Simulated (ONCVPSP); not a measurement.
# Varying the ONCV potential for mercury (Hg)

Base potential:

mercury, optimised norm-conserving Vanderbilt (ONCV), made with ONCVPSP 4.0.1 (PBEsol, fully relativistic). Core [Kr] 4d10, reference 4f14 5s2 5p6 5d10 6s1.5 (charge +0.5). Waves: 5s+6s: rc 1.35 bohr, ncon 4, nbas 8, qcut 9 1/bohr, 2 projectors; 5p: rc 1.80 bohr, ncon 4, nbas 7, qcut 8.6 1/bohr, 1 projector; 5d: rc 2.00 bohr, ncon 4, nbas 8, qcut 8.6 1/bohr, 2 projectors, debl 3.6 Ha; 4f: rc 0.90 bohr, ncon 4, nbas 9, qcut 20.6 1/bohr, 3 projectors, debl 2.9 Ha. Local part: polynomial inside 0.80 bohr (lpopt 5, dvloc0 0 Ha). Core correction: none.

Open shells are filled in proportion to 2j + 1.

In the f channel the program set the typed energies aside and used -3.609, 0.250, 3.150 Ha (j = l + 1/2; the other j can differ).

All-electron outer shells of the reference configuration (PBEsol, scalar-relativistic, ld1.x):

```csv
shell,level (eV),outermost node (bohr),outermost maximum (bohr)
4d,-352.97,0.20,0.40
5s,-122.64,0.47,0.82
4f,-100.34,–,0.37
5p,-70.95,0.51,0.93
5d,-14.24,0.55,1.17
6s,-10.71,1.08,2.16
```

Cutoffs, loose and tight: the cutoffs (Ha) at which the residual kinetic energy of the hardest occupied pseudo-wave falls to 1 and 0.1 mHa per electron. They do not see the model core or the augmentation charge, which bear on the density cutoff. Test errors are all-electron minus pseudo excitation energies from the reference, over the configurations 4f14 5s2 5p6 5d10 6s2; 4f14 5s2 5p6 5d10 6s1; 4f14 5s2 5p6 5d10 6s0; 4f14 5s1 5p6 5d10 6s2. A dash means not determined; rows that change the core or the reference have their own tests.

A true bound ghost makes a file unfit for plane-wave use even where its test errors are small: the radial tests pick states by their node count and pass the ghost by.

| change | outcome | cutoff, loose | cutoff, tight | bound ghosts | GHOST(+) flags above zero | largest test error (meV) |
| --- | --- | --- | --- | --- | --- | --- |
| base | generated, projector energies reset by the program | 180 Ha | 194 Ha | s, p3/2, p1/2 | none | +75 |
| local potential polynomial inside 0.80 bohr (lpopt 5, dvloc0 -2.5 Ha) | generated, projector energies reset by the program | 180 Ha | 194 Ha | s, p1/2 | none | 4 of 4 tests not solved or not reliable |
| local potential polynomial inside 0.80 bohr (lpopt 5, dvloc0 -1 Ha) | generated, projector energies reset by the program | 180 Ha | 194 Ha | s, p3/2, p1/2 | none | +118 |
| local potential polynomial inside 0.80 bohr (lpopt 5, dvloc0 0.5 Ha) | generated, projector energies reset by the program | 180 Ha | 194 Ha | s, p3/2, p1/2 | none | +61 |
| local potential polynomial inside 0.80 bohr (lpopt 5, dvloc0 2 Ha) | generated, projector energies reset by the program | 180 Ha | 194 Ha | s, p3/2 | none | +36 |
| local potential polynomial inside 0.80 bohr (lpopt 5, dvloc0 3.5 Ha) | generated, projector energies reset by the program | 180 Ha | 194 Ha | s, p3/2 | none | +23 |
| local potential polynomial inside 0.80 bohr (lpopt 5, dvloc0 6.5 Ha) | generated, projector energies reset by the program | 180 Ha | 194 Ha | s | none | +2.1 |
| local potential polynomial inside 0.80 bohr (lpopt 5, dvloc0 7.5 Ha) | generated, projector energies reset by the program | 180 Ha | 194 Ha | s | none | -1.2 |

(1) What comes out with this change to the base: local potential polynomial inside 0.80 bohr (lpopt 5, dvloc0 5 Ha)?

(2) What comes out with this change to the base: local potential polynomial inside 0.80 bohr (lpopt 5, dvloc0 9 Ha)?

## Answers

(1) outcome: generated, projector energies reset by the program; cutoff, loose: 180 Ha; cutoff, tight: 194 Ha; bound ghosts: s, p3/2; GHOST(+) flags above zero: none; largest test error (meV): +3.1.

(2) outcome: generated, projector energies reset by the program; cutoff, loose: 180 Ha; cutoff, tight: 194 Ha; bound ghosts: s; GHOST(+) flags above zero: none; largest test error (meV): -5.7.

Reading the sweep of the dvloc0 (base included, trends over the rows without a ghost): Bound ghosts are found at -2.5, -1, 0, 0.5, 2, 3.5, 5, 6.5, 7.5, 9 Ha. Every judged row has one, so this setting neither creates nor removes them.
